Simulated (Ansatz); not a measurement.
Problem. Name a neutral molecule of C, O, Si, Sn and H with size of the dipole moment (B3LYP/def2-TZVPP) between 1.55 and 1.85 D and HOMO–LUMO gap (ωB97M-V/def2-TZVPP) between 10.50 and 10.80 eV (Ansatz, PBE0-D4/def2-TZVP geometry).

Solution. `C[SiH](O)[SnH3]` (1.61 D, 10.65 eV). Other molecules can fit too; these were computed, each in one conformer that needn't be the lowest.

B3LYP here is the variant with VWN-RPA as its local correlation; programs differ in this.
